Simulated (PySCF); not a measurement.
CH3S (SMILES C[S]), doublet, at a GFN2-xTB geometry; DF-R2SCAN/def2-TZVPP in PySCF.

The PySCF input:
```python
from pyscf import gto, scf, dft

mol = gto.M(
    atom='''
C    -1.104298   -0.033029   -0.002672
S     0.687163    0.020553    0.001663
H    -1.436201   -0.647450   -0.835764
H    -1.446032   -0.462069    0.935869
H    -1.486597    0.978850   -0.110675
''',
    basis='def2-tzvpp',
    charge=0,
    spin=1,
    verbose=4,
)

mf = dft.UKS(mol)
mf.xc = 'r2scan'
mf = mf.density_fit(auxbasis='def2-universal-jkfit')
mf.kernel()
mf.analyze()
```

It wrote (shortened):

```
PySCF version 2.14.0

[INPUT] verbose = 4
[INPUT] num. atoms = 5
[INPUT] num. electrons = 25
[INPUT] charge = 0
[INPUT] spin (= nelec alpha-beta = 2S) = 1
[INPUT] symmetry False subgroup None
[INPUT] Mole.unit = angstrom
[INPUT] Symbol           X                Y                Z      unit          X                Y                Z       unit  Magmom
[...]
nuclear repulsion = 48.6782616817799
number of shells = 43
number of NR pGTOs = 157
number of NR cGTOs = 115
basis = def2-tzvpp
ecp = {}

******** <class 'pyscf.df.df_jk.DFUKS'> ********
method = DFUKS
initial guess = minao
damping factor = 0
level_shift factor = 0
DIIS = <class 'pyscf.scf.diis.CDIIS'>
diis_start_cycle = 1
diis_space = 8
diis_damp = 0
SCF conv_tol = 1e-09
SCF conv_tol_grad = None
SCF max_cycles = 50
direct_scf = False
number electrons alpha = 13  beta = 12
XC library pyscf.dft.libxc version 7.1.2
    S. Lehtola, C. Steigemann, M. J. T. Oliveira, and M. A. L. Marques,  SoftwareX 7, 1–5 (2018)
XC functionals = r2scan
    J. W. Furness, A. D. Kaplan, J. Ning, J. P. Perdew, and J. Sun,  J. Phys. Chem. Lett. 11, 8208–8215 (2020)
    J. W. Furness, A. D. Kaplan, J. Ning, J. P. Perdew, and J. Sun,  J. Phys. Chem. Lett. 11, 9248–9248 (2020)
    J. W. Furness, A. D. Kaplan, J. Ning, J. P. Perdew, and J. Sun,  J. Phys. Chem. Lett. 11, 8208–8215 (2020)
    J. W. Furness, A. D. Kaplan, J. Ning, J. P. Perdew, and J. Sun,  J. Phys. Chem. Lett. 11, 9248–9248 (2020)
radial grids:
    Treutler-Ahlrichs [JCP 102, 346 (1995); DOI:10.1063/1.469408] (M4) radial grids

becke partition: Becke, JCP 88, 2547 (1988); DOI:10.1063/1.454033
pruning grids: <function nwchem_prune>
grids dens level: 3
symmetrized grids: False
atomic radii adjust function: <function treutler_atomic_radii_adjust>
small_rho_cutoff = 0
Set gradient conv threshold to 3.16228e-05
tot grids = 62424
init E= -437.976275402575

cycle= 1 E= -438.011214765172  delta_E= -0.0349  |g|= 0.183  |ddm|= 1.14
cycle= 2 E= -438.00563496714  delta_E= 0.00558  |g|= 0.216  |ddm|= 0.278
cycle= 3 E= -438.028868780337  delta_E= -0.0232  |g|= 0.0431  |ddm|= 0.148
cycle= 4 E= -438.02982249797  delta_E= -0.000954  |g|= 0.0169  |ddm|= 0.0541
cycle= 5 E= -438.029986556465  delta_E= -0.000164  |g|= 0.00308  |ddm|= 0.0186
cycle= 6 E= -438.029990641968  delta_E= -4.09e-06  |g|= 0.00125  |ddm|= 0.00349
cycle= 7 E= -438.02999140934  delta_E= -7.67e-07  |g|= 0.000233  |ddm|= 0.00119
cycle= 8 E= -438.029991452109  delta_E= -4.28e-08  |g|= 4.36e-05  |ddm|= 0.000308
[...]
converged SCF energy = -438.029991454344  <S^2> = 0.75747166  2S+1 = 2.0074578
Total Energy =                        -438.029991454344326
[...]
spin_pop of  1 S 4f-3     -0.00000
spin_pop of  1 S 4f-2      0.00000
spin_pop of  1 S 4f-1      0.00012
spin_pop of  1 S 4f+0      0.00012
spin_pop of  1 S 4f+1     -0.00014
spin_pop of  1 S 4f+2      0.00006
spin_pop of  1 S 4f+3      0.00002
spin_pop of  2 H 1s        0.02335
spin_pop of  2 H 2s        0.00016
spin_pop of  2 H 3s        0.00004
spin_pop of  2 H 2px       0.00000
spin_pop of  2 H 2py       0.00004
spin_pop of  2 H 2pz       0.00001
spin_pop of  2 H 3px       0.00001
spin_pop of  2 H 3py       0.00001
spin_pop of  2 H 3pz       0.00001
spin_pop of  2 H 3dxy      0.00000
spin_pop of  2 H 3dyz      0.00001
spin_pop of  2 H 3dz^2    -0.00000
spin_pop of  2 H 3dxz      0.00000
spin_pop of  2 H 3dx2-y2    0.00000
spin_pop of  3 H 1s        0.03212
spin_pop of  3 H 2s        0.00024
spin_pop of  3 H 3s        0.00006
spin_pop of  3 H 2px       0.00001
spin_pop of  3 H 2py       0.00002
spin_pop of  3 H 2pz       0.00003
spin_pop of  3 H 3px       0.00001
spin_pop of  3 H 3py       0.00001
spin_pop of  3 H 3pz       0.00003
spin_pop of  3 H 3dxy      0.00000
spin_pop of  3 H 3dyz      0.00001
spin_pop of  3 H 3dz^2     0.00001
spin_pop of  3 H 3dxz      0.00000
spin_pop of  3 H 3dx2-y2    0.00000
spin_pop of  4 H 1s        0.00033
spin_pop of  4 H 2s       -0.00004
spin_pop of  4 H 3s       -0.00001
spin_pop of  4 H 2px      -0.00003
spin_pop of  4 H 2py       0.00000
spin_pop of  4 H 2pz       0.00003
spin_pop of  4 H 3px       0.00000
spin_pop of  4 H 3py      -0.00000
spin_pop of  4 H 3pz       0.00000
spin_pop of  4 H 3dxy     -0.00000
spin_pop of  4 H 3dyz     -0.00000
spin_pop of  4 H 3dz^2    -0.00000
spin_pop of  4 H 3dxz      0.00001
spin_pop of  4 H 3dx2-y2   -0.00000
 ** Mulliken Spin Density (per atom)  **
spin density of  0 C =     -0.02573
spin density of  1 S =      0.96922
spin density of  2 H =      0.02365
spin density of  3 H =      0.03255
spin density of  4 H =      0.00030
 ** Mulliken pop alpha/beta on meta-lowdin orthogonal AOs **
 ** Mulliken pop       alpha | beta **
In total            13.00000 | 12.00000
 ** Mulliken atomic charges   ( Nelec_alpha | Nelec_beta ) **
charge of  0C =     -0.41158  (     3.19293      3.21866 )
charge of  1S =     -0.02037  (     8.49480      7.52557 )
charge of  2H =      0.14675  (     0.43845      0.41480 )
charge of  3H =      0.15186  (     0.44035      0.40779 )
charge of  4H =      0.13335  (     0.43347      0.43317 )
Dipole moment(X, Y, Z, Debye): -1.77387, -0.09779,  0.01330
```
